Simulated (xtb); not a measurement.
Input for xtb: GFN1-xTB on BeBr, 2S+1 = 2, a spin state set in the input, which need not be the lowest, a point of a bond scan (R = 2.159 Å).

```
$ xtb mol.xyz --gfn 1 --sp --chrg 0 --uhf 1
2

Be     0.00000000     0.00000000     0.00000000
Br     0.00000000     0.00000000     2.15930100
```

The head of its log:

```
[...]
           -------------------------------------------------
          |                Calculation Setup                |
           -------------------------------------------------



           -------------------------------------------------
          |                 G F N 1 - x T B                 |
           -------------------------------------------------

        Reference                      10.1021/acs.jctc.7b00118
      * Hamiltonian:
        H0-scaling (s, p, d)           1.850000    2.250000    2.000000
        zeta-weighting                 0.000000
      * Dispersion:
        s8                             2.400000
        a1                             0.630000
        a2                             5.000000
        s9                             0.000000
      * Repulsion:
        kExp                           1.500000
        rExp                           1.000000
      * Coulomb:
        alpha                          2.000000
        third order                    atomic
        anisotropic                    false
      * Halogen bond correction:
        rad-scale                      1.300000
        damping                        0.440000


          ...................................................
          :                      SETUP                      :
          :.................................................:
          :  # basis functions                  14          :
          :  # atomic orbitals                  13          :
          :  # shells                            5          :
          :  # electrons                         9          :
          :  # halogen bonds                     0          :
          :  max. iterations                   250          :
          :  Hamiltonian                  GFN1-xTB          :
          :  restarted?                      false          :
          :  GBSA solvation                  false          :
          :  PC potential                    false          :
          :  electronic temp.          300.0000000     K    :
          :  accuracy                    1.0000000          :
          :  -> integral cutoff          0.2500000E+02      :
          :  -> integral neglect         0.1000000E-07      :
          :  -> SCF convergence          0.1000000E-05 Eh   :
          :  -> wf. convergence          0.2000000E-04 e    :
          :  Broyden damping             0.4000000          :
          :  net charge                          0          :
          :  unpaired electrons                  1          :
          ...................................................

 iter      E             dE          RMSdq      gap      omega  full diag
   1     -2.6658289 -0.266583E+01  0.363E+01    2.98       0.0  T
   2     -2.8840094 -0.218180E+00  0.228E+01    0.03       1.0  T
```

Predict the final total energy.

-4.6157 hartree.
